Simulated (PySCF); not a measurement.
Species: C3H14OSi3.
SMILES: `CCC[SiH2][SiH2]O[SiH3]`

The calculation used PySCF 2.14.0, density-fitted response routines, TDDFT B3LYP/def2-SVPD, vertical, gas phase, core orbitals frozen in the response. The structure is a single PBE0-D3(BJ)/def2-SVP conformer in the gas phase; no vibrational or solvent corrections. Torsions of this conformer, `[CH3:1][CH2:2][CH2:3][SiH2:4][SiH2:5][O:6][SiH3:7]`: C1–C2–C3–Si4 179°, C2–C3–Si4–Si5 59°, C3–Si4–Si5–O6 176°, Si4–Si5–O6–Si7 47°.

```
state  λ (nm)  E (eV)       f  main configurations (H = HOMO, L = LUMO)
   S1   216.9    5.72   0.016                                 H→L (98%)
   S2   187.3    6.62  0.0009                               H-1→L (97%)
   S3   182.9    6.78  0.0015                               H→L+1 (95%)
   S4   178.6    6.94   0.031                  H→L+2 (57%), H-2→L (35%)
   S5   177.9    6.97   0.047     H-2→L (54%), H→L+2 (27%), H→L+3 (12%)
   S6   174.1    7.12   0.167                               H→L+3 (82%)
   S7   172.1    7.20   0.025                  H→L+4 (73%), H-3→L (14%)
   S8   169.7    7.31  0.0058     H-3→L (42%), H→L+4 (19%), H→L+5 (18%)
   S9   167.4    7.41  0.0022     H→L+5 (37%), H-3→L (36%), H→L+6 (17%)
  S10   165.7    7.48  0.0029                               H-4→L (81%)
```

Triplets, Tamm–Dancoff:

```tsv
state	E (eV)	λ (nm)	main configurations (H = HOMO, L = LUMO)
T1	5.23	237.2	H→L (95%)
T2	6.13	202.3	H→L+2 (72%), H→L+3 (9%)
T3	6.35	195.3	H-1→L (93%)
T4	6.59	188.2	H→L+1 (52%), H→L+3 (22%), H-2→L (10%)
```

The lowest singlet comes at 217 nm (552 kJ/mol) in the ultraviolet; it is weak; its leading configuration is HOMO→LUMO (98%). The most intense listed level is S6 at 7.12 eV (174 nm, f = 0.167), 1.40 eV above S1. Löwdin shares by element: HOMO silicon 49% or more, oxygen 18%, carbon 8% or more (atoms not listed hold the other 25%); LUMO silicon 48%, oxygen 10% (atoms not listed hold the other 42%). Orbital energies (eV): HOMO-3 -9.02, HOMO-2 -8.48, HOMO-1 -8.40, HOMO -7.40, LUMO -0.74, LUMO+1 0.22, LUMO+2 0.40. Weighted by f, the mean energy of these states is 7.02 eV. Of the 10 states listed, 5 reach f = 0.01 and none stays under 0.0005. The vertical ionisation energy (ΔSCF) is 9.29 eV, 1.81 eV above S10. The window holds the lowest 10 singlets.

The run took 19 min of wall time (grids of density and orbitals included) on Intel Xeon at 2.50 GHz, one thread, no GPU, shared host with 64 logical CPUs at a one-minute load of 61, and the process peaked at 1.1 GiB of memory.
